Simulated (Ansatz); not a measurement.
C30H20F5O3PS⁻, that is tetraphenylphosphonium pentafluorobenzenesulfonate with one electron more. The state is a doublet with charge -1. Geometry PBE-D4/def2-SVP; atoms count from 1.

Cartesian coordinates in Å:
```
O 2.141 1.260 4.740
S 1.421 0.993 3.467
O 0.106 1.693 3.310
O 2.268 1.025 2.231
C 0.954 -0.809 3.635
C -0.201 -1.185 4.337
F -1.039 -0.280 4.854
C -0.559 -2.532 4.495
F -1.706 -2.868 5.117
C 0.260 -3.540 3.972
F -0.096 -4.830 4.089
C 1.434 -3.190 3.292
F 2.228 -4.155 2.797
C 1.785 -1.836 3.159
F 2.945 -1.584 2.536
C 3.931 -1.288 -2.029
C 3.498 -0.982 -0.727
C 2.213 -0.472 -0.504
C 1.332 -0.287 -1.598
P -0.248 0.547 -1.260
C -0.929 -0.233 0.233
C -0.813 -1.643 0.350
C -1.574 -2.340 1.293
C -2.467 -1.652 2.136
C -2.586 -0.255 2.023
C -1.841 0.449 1.073
C -1.342 0.326 -2.669
C -1.444 -0.968 -3.275
C -2.459 -1.248 -4.190
C -3.430 -0.278 -4.520
C -3.373 0.983 -3.881
C -2.366 1.278 -2.963
C 0.012 2.314 -0.974
C 0.133 3.192 -2.082
C 0.497 4.527 -1.882
C 0.778 5.003 -0.586
C 0.701 4.121 0.505
C 0.331 2.783 0.322
C 1.786 -0.544 -2.914
C 3.073 -1.054 -3.122
H 4.944 -1.687 -2.198
H 4.160 -1.130 0.139
H 1.926 -0.176 0.520
H -0.110 -2.188 -0.299
H -1.458 -3.431 1.387
H -3.045 -2.198 2.896
H -3.249 0.299 2.705
H -1.953 1.539 0.997
H -0.716 -1.751 -3.015
H -2.501 -2.247 -4.655
H -4.231 -0.508 -5.238
H -4.137 1.746 -4.103
H -2.360 2.255 -2.457
H -0.056 2.818 -3.100
H 0.575 5.203 -2.749
H 1.076 6.052 -0.436
H 0.938 4.456 1.526
H 0.309 2.127 1.206
H 1.124 -0.346 -3.770
H 3.411 -1.271 -4.147
```

Single mean-field runs in def2-SVP are fitted with def2-universal-jkfit. In the doublet geometry the species has come apart into loosely held pieces.

Estimate the Mulliken populations of the heavy atoms from the PBE0/def2-SVP orbitals of Ansatz.


```json
{"atom": "O1", "charge (e)": "-0.53", "spin (α − β)": "0.00"}
{"atom": "S2", "charge (e)": "1.05", "spin (α − β)": "0.00"}
{"atom": "O3", "charge (e)": "-0.53", "spin (α − β)": "0.00"}
{"atom": "O4", "charge (e)": "-0.53", "spin (α − β)": "0.00"}
{"atom": "C5", "charge (e)": "-0.25", "spin (α − β)": "0.00"}
{"atom": "C6", "charge (e)": "0.26", "spin (α − β)": "0.00"}
{"atom": "F7", "charge (e)": "-0.18", "spin (α − β)": "0.00"}
{"atom": "C8", "charge (e)": "0.15", "spin (α − β)": "0.00"}
{"atom": "F9", "charge (e)": "-0.21", "spin (α − β)": "0.00"}
{"atom": "C10", "charge (e)": "0.15", "spin (α − β)": "0.00"}
{"atom": "F11", "charge (e)": "-0.20", "spin (α − β)": "0.00"}
{"atom": "C12", "charge (e)": "0.16", "spin (α − β)": "0.00"}
{"atom": "F13", "charge (e)": "-0.20", "spin (α − β)": "0.00"}
{"atom": "C14", "charge (e)": "0.21", "spin (α − β)": "0.00"}
{"atom": "F15", "charge (e)": "-0.18", "spin (α − β)": "0.00"}
{"atom": "C16", "charge (e)": "-0.03", "spin (α − β)": "0.07"}
{"atom": "C17", "charge (e)": "-0.02", "spin (α − β)": "-0.03"}
{"atom": "C18", "charge (e)": "-0.01", "spin (α − β)": "0.05"}
{"atom": "C19", "charge (e)": "-0.17", "spin (α − β)": "-0.01"}
{"atom": "P20", "charge (e)": "0.53", "spin (α − β)": "0.24"}
{"atom": "C21", "charge (e)": "-0.15", "spin (α − β)": "0.02"}
{"atom": "C22", "charge (e)": "-0.02", "spin (α − β)": "0.08"}
{"atom": "C23", "charge (e)": "-0.04", "spin (α − β)": "-0.06"}
{"atom": "C24", "charge (e)": "-0.05", "spin (α − β)": "0.13"}
{"atom": "C25", "charge (e)": "-0.01", "spin (α − β)": "-0.05"}
{"atom": "C26", "charge (e)": "0.02", "spin (α − β)": "0.08"}
{"atom": "C27", "charge (e)": "-0.17", "spin (α − β)": "0.06"}
{"atom": "C28", "charge (e)": "-0.04", "spin (α − β)": "0.16"}
{"atom": "C29", "charge (e)": "-0.02", "spin (α − β)": "-0.10"}
{"atom": "C30", "charge (e)": "-0.06", "spin (α − β)": "0.27"}
{"atom": "C31", "charge (e)": "-0.03", "spin (α − β)": "-0.08"}
{"atom": "C32", "charge (e)": "-0.03", "spin (α − β)": "0.13"}
{"atom": "C33", "charge (e)": "-0.16", "spin (α − β)": "-0.03"}
{"atom": "C34", "charge (e)": "-0.02", "spin (α − β)": "0.05"}
{"atom": "C35", "charge (e)": "-0.03", "spin (α − β)": "-0.03"}
{"atom": "C36", "charge (e)": "-0.03", "spin (α − β)": "0.07"}
{"atom": "C37", "charge (e)": "-0.02", "spin (α − β)": "-0.03"}
{"atom": "C38", "charge (e)": "0.00", "spin (α − β)": "0.05"}
{"atom": "C39", "charge (e)": "-0.02", "spin (α − β)": "0.03"}
{"atom": "C40", "charge (e)": "-0.03", "spin (α − β)": "-0.02"}
```
Mulliken values depend strongly on the basis.

Where does the spin sit?

Summed by element: O 0.00, S 0.00, C 0.80, F 0.00, P 0.24, H -0.05, of 1 unpaired in all. Largest on single atoms: C30 0.27, P20 0.24, C28 0.16.

And the Mayer bond orders between heavy atoms (over 0.3, the first 40 of 43)?

O1–S2 1.64 (1.49 Å); S2–O3 1.53 (1.50 Å); S2–O4 1.53 (1.50 Å); S2–C5 0.72 (1.87 Å); C5–C6 1.39 (1.40 Å); C5–C14 1.40 (1.40 Å); C6–F7 1.10 (1.34 Å); C6–C8 1.30 (1.40 Å); C8–F9 1.08 (1.35 Å); C8–C10 1.28 (1.40 Å); C10–F11 1.09 (1.34 Å); C10–C12 1.28 (1.40 Å); C12–F13 1.10 (1.34 Å); C12–C14 1.30 (1.40 Å); C14–F15 1.09 (1.34 Å); C16–C17 1.37 (1.41 Å); C16–C40 1.36 (1.41 Å); C17–C18 1.45 (1.40 Å); C18–C19 1.32 (1.42 Å); C19–P20 0.96 (1.82 Å); C19–C39 1.35 (1.41 Å); P20–C21 0.97 (1.82 Å); P20–C27 1.08 (1.80 Å); P20–C33 0.99 (1.81 Å); C21–C22 1.31 (1.42 Å); C21–C26 1.33 (1.42 Å); C22–C23 1.45 (1.40 Å); C23–C24 1.36 (1.41 Å); C24–C25 1.36 (1.41 Å); C25–C26 1.45 (1.40 Å); C27–C28 1.24 (1.43 Å); C27–C32 1.26 (1.43 Å); C28–C29 1.48 (1.40 Å); C29–C30 1.33 (1.41 Å); C30–C31 1.31 (1.41 Å); C31–C32 1.49 (1.39 Å); C33–C34 1.32 (1.42 Å); C33–C38 1.33 (1.42 Å); C34–C35 1.44 (1.40 Å); C35–C36 1.36 (1.41 Å).
